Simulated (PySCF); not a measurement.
C₃F₇I.
Numbering: `[F:1][C:2]([F:3])([F:4])[C:5]([F:6])([F:7])[C:8]([F:9])([F:10])[I:11]`

Method: PBE0-D3(BJ)/def2-SVP geometry optimisation, gas phase, def2 core potentials past Kr in PySCF; density fitting, grid level 1; the optimiser is geomeTRIC in internal coordinates, started from a GFN2-xTB structure with every atom displaced at random (about 0.01 Å).

Geometry at step 0:
```
atom  x, y, z in Å
F1     -2.2986    0.1275   -0.8318
C2     -1.3805    0.0920    0.0924
F3     -1.4887    1.1868    0.8360
F4     -1.5834   -0.9564    0.8613
C5      0.0279   -0.0143   -0.5828
F6      0.1980    1.0624   -1.3767
F7      0.0614   -1.1049   -1.3510
C8      1.2103   -0.0723    0.4350
F9      1.0377   -1.1308    1.2587
F10     1.1843    1.0051    1.2280
I11     3.0697   -0.2208   -0.5850
```

Question: What forces act on the atoms?

Answer: 
```
atom  Fx (eV/Å)  Fy (eV/Å)  Fz (eV/Å)
  F1     -0.557      0.004     -0.733
  C2      0.690      0.179      0.308
  F3      0.244     -0.011     -0.135
  F4     -0.056     -0.402      0.213
  C5      0.263      0.539     -0.008
  F6     -0.171     -0.281      0.448
  F7     -0.197     -0.026      0.254
  C8     -0.794     -0.293      1.114
  F9      0.121      0.308     -0.761
 F10      0.036      0.000     -0.542
 I11      0.420     -0.015     -0.160
```

The largest, 1.40 eV/Å, acts on C8; the rms over all components is 0.414 eV/Å. The forces sum to zero within rounding, as they must for an isolated molecule in no field.

Question: Give the force on C8 in Eh/bohr and in nN.

Answer: 1.399 eV/Å ÷ 51.422 = 0.02721 Eh/bohr, and 1.399 eV/Å × 1.602 = 2.24 nN.

Question: How far is this geometry from the end of the optimisation?

Answer: 0.068 eV above it, and 0.088 Å rms away after alignment. The bonds farthest from their final lengths, with half the difference of the two atoms' forces along the bond (positive lengthens):

| bond | now (Å) | final (Å) | force along bond (eV/Å) |
| --- | --- | --- | --- |
| C8–I11 | 2.126 | 2.171 | +0.83 |
| C8–F9 | 1.352 | 1.327 | -0.86 |
| F1–C2 | 1.303 | 1.324 | +0.81 |
| C5–C8 | 1.561 | 1.547 | -0.02 |
| C2–C5 | 1.566 | 1.551 | -0.14 |
| C5–F6 | 1.348 | 1.335 | -0.49 |

The angle farthest from its final value is F9–C8–F10, 105.5° against 108.9°.

Of the 6 listed bonds off by 0.010 Å or more, this force points towards the final length in 6.

The cost below is that of the whole optimisation. Time: 99 s of wall time; peak memory 0.75 GiB. Hardware: one thread, Arm Neoverse V2 (aarch64), no GPU, shared host.
